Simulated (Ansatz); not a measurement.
Computed with Ansatz on PBE0-D4/def2-TZVP structures; ΔE is electronic, products minus reactants. CCSD(T)/CBS is the MP2 limit (def2-TZVPP, def2-QZVPP) plus CCSD(T) − MP2 in def2-TZVPP, frozen cores. This one scheme is used for every species. DFT in def2-TZVPP. HSE06 is defined as in plane-wave codes. One conformer a species, not always the lowest.

`F[SiH2]O[SiH2]F` → `O[SiH2]F` + `F[SiH]`  (silylene formation by 1,1-elimination)

| level | ΔE (kJ/mol) | difference from CCSD(T)/CBS |
| --- | --- | --- |
| r2SCANh-D4 | 349.5 | 17.6 |
| HSE06-D4 | 330.5 | -1.4 |
| ωB97X-V | 336.9 | 5.0 |
| ωB97M-V | 320.9 | -11.0 |
| PBE-QIDH | 345.7 | 13.8 |
| revPBE | 288.4 | -43.5 |
| PBE0 | 324.1 | -7.8 |
| r2SCANh | 347.2 | 15.3 |
| RPA@PBE/def2-TZVPP | 308.2 | -23.7 |
| MP2/def2-SVP | 332.3 | 0.4 |
| CCSD(T)/def2-SVP | 311.5 | -20.4 |
| MP2/def2-TZVPP | 344.9 | 13.0 |
| CCSD(T)/def2-TZVPP | 326.5 | -5.4 |
| MP2/def2-QZVPP | 348.8 | 16.9 |
| MP2/CBS(def2) | 350.3 | 18.4 |
| CCSD/CBS(def2) | 332.7 | 0.8 |
| CCSD(T)/CBS | 331.9 | 0 |

Question: What do rigid-rotor, harmonic-oscillator terms from PBE0-D4/def2-TZVP frequencies (298.15 K, 1 bar) make of the CCSD(T)/CBS value? (An estimate is asked.)

Answer: The calculation gave: ΔZPE = -8.7 kJ/mol, ΔH = +326.0 kJ/mol, ΔS = 151 J/(mol·K), ΔG = +280.9 kJ/mol. Modes under 50 cm⁻¹ make the entropy rough.

Largest T1 diagnostic among the species: 0.015.

Leaving LDA and LC-ωPBE aside and taking each functional with its dispersion term where it has one, the values, not all of them listed here, spread over 47.4 kJ/mol, from BLYP-D4 to r2SCAN0-D4. LDA lies +33.2 kJ/mol from PBE without D4. From PBE to PBE0 (25 % exact exchange), in def2-TZVPP and without D4, ΔE moves by +20.7 kJ/mol.
